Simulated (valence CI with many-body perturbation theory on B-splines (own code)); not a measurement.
# Questions on Re⁶⁰⁺

Computed by valence CI with perturbative core correlation (CI+MBPT): five valence electrons over a frozen Dirac-Fock core [Ne], radial functions for each j: 9 s, 9 p, 8 d, 6 f, 3 g, 1 h, with the one-electron correlation potential Σ1, the two-electron term Σ2, the three-electron term Σ3, Breit, model QED; selected CI, second order for the rest (own B-spline code, finite nucleus).

The last digits are not significant, and no measured levels were compared; by estimate large intervals hold to a few tenths of a per cent, small ones and those within an open d or f shell to about a per cent. Among the levels kept, up to 600 cm⁻¹ of a level comes from second order outside the variational space, and about a tenth of that is noise between levels of different J, which matters for small intervals.

Levels are named by their leading jj configuration (3d3/2^4 stands for four electrons in 3d with j = 3/2), which in mixed levels can hold well under half, so a name can repeat and another be missing.

Rates and lifetimes use the calculated energies. Strong lines usually hold to 10 to 20 %, long lifetimes can be off by a factor of two.

(1) What is the ground level?

(2) Name the longest-lived excited levels whose lifetime is computed, and their main decay.

(3) Where does the other parity begin?

(4) What is the ionisation energy?

(5) Among levels below 974.21 eV, which E1 lines absorb most strongly from the ground level?

(6) How well does LS coupling describe the low levels?

(7) What are the static dipole polarisabilities of the lowest levels?

Results:

(1) (3s^2 3p1/2^2 3p3/2) J=3/2, composition 48 % 3s2 3p3 2P° + 27 % 3s2 3p3 2D° + 24 % 3s2 3p3 4S°, g = 1.340.

(2) (3s^2 3p1/2 3p3/2 3d5/2) J=9/2 at 695.67 eV lives 119 ns, mostly by E2 to (3s^2 3p1/2^2 3d5/2) J=5/2; (3s^2 3p1/2 3p3/2^2) J=5/2 at 376.72 eV lives 5.85 ns, mostly by E1 to (3s^2 3p1/2^2 3d3/2) J=3/2; (3s^2 3p1/2 3p3/2^2) J=1/2 at 392.37 eV lives 3.62 ns, mostly by M1 to (3s^2 3p1/2^2 3p3/2) J=3/2.

(3) At (3s^2 3p1/2^2 3d3/2) J=3/2, 233.66 eV.

(4) 6303.3 eV; NIST lists 6300 ± 10 eV (theoretical).

(5) to (3s^2 3p1/2 3p3/2 3d3/2) J=3/2 at 1.908 nm, f = 0.363; to (3s^2 3p1/2 3p3/2 3d3/2) J=5/2 at 1.942 nm, f = 0.295; to (3s^2 3p1/2 3p3/2 3d3/2) J=1/2 at 1.910 nm, f = 0.127.

(6) Among the lowest 20 levels the leading LS term, summed over configurations, holds 54 % on average. For single configurations the figures are 52 % in LS and 94 % in jj coupling. Terms mix most in the J = 3/2 level at 599.43 eV, where the leading one holds 32 %.

(7) (3s^2 3p1/2^2 3p3/2) J=3/2 0.00257 (tensor 0.00019) bohr³, of which the core gives 4.18e-05.
